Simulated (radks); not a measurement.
The rubidium ion Rb5+, configuration [Ar] 3d10 4s2 4p2.

Method: non-relativistic Kohn-Sham, LB94 model potential, spin-polarised, spherical densities, point nucleus; open shells are filled with parallel spins first (spin-orbit coupling, left out, can overturn this in heavy ions); relativity is left out, which matters for an element this heavy; computed with a radial shooting solver on a logarithmic mesh with Libxc functionals.

Energy parts (eV):
| part | energy |
|---|---|
| kinetic | 80058.567 |
| electron-nucleus | -188668.849 |
| Hartree | 31457.576 |
(The LB94 potential has no energy functional, so no total or exchange-correlation energy is given.)

Orbitals (lengths in bohr, moments of r in powers of bohr; <r^-3> diverges for s and p1/2):
| orbital | occ. | eigenvalue (eV) | <1/r> | <r^4> | <r^-3> |
|---|---|---|---|---|---|
| 1s up | 1 | -14916.61 | 36.53 | 0.00001310 | - |
| 1s down | 1 | -14916.64 | 36.53 | 0.00001310 | - |
| 2s up | 1 | -2044.508 | 8.144 | 0.002579 | - |
| 2s down | 1 | -2044.359 | 8.143 | 0.002579 | - |
| 2p up | 3 | -1867.649 | 8.146 | 0.001761 | 1538 |
| 2p down | 3 | -1867.395 | 8.145 | 0.001762 | 1538 |
| 3s up | 1 | -370.1804 | 2.718 | 0.1520 | - |
| 3s down | 1 | -370.0315 | 2.714 | 0.1531 | - |
| 3p up | 3 | -305.8955 | 2.623 | 0.1670 | 229.5 |
| 3p down | 3 | -305.7978 | 2.619 | 0.1685 | 228.8 |
| 3d up | 5 | -189.7184 | 2.420 | 0.2121 | 31.81 |
| 3d down | 5 | -189.7499 | 2.415 | 0.2144 | 31.68 |
| 4s up | 1 | -100.7908 | 1.002 | 6.126 | - |
| 4s down | 1 | -100.7231 | 1.018 | 5.877 | - |
| 4p up | 2 | -83.5109 | 0.9085 | 8.879 | 33.96 |
| 4p down | 0 | -83.1242 | 0.9254 | 8.534 | 35.74 |
| 4d up | 0 | -56.9529 | 0.7203 | 21.28 | 3.428 |
| 4d down | 0 | -56.0737 | 0.7319 | 21.07 | 3.621 |
| 5s up | 0 | -46.9808 | 0.5047 | 91.02 | - |
| 5s down | 0 | -46.4404 | 0.4983 | 92.91 | - |

The highest occupied level is 4p up at -83.511 eV. The spin density at the nucleus is -0.934 e/bohr^3 (1s -0.226, 2s 0.356, 3s 0.757, 4s -1.822). Spin moment in Bohr magnetons: 2. Summed over all electrons, <r^2> = 14.97 bohr^2, which gives a Langevin (diamagnetic) susceptibility term of -11.9 x 10^-6 cm^3/mol.
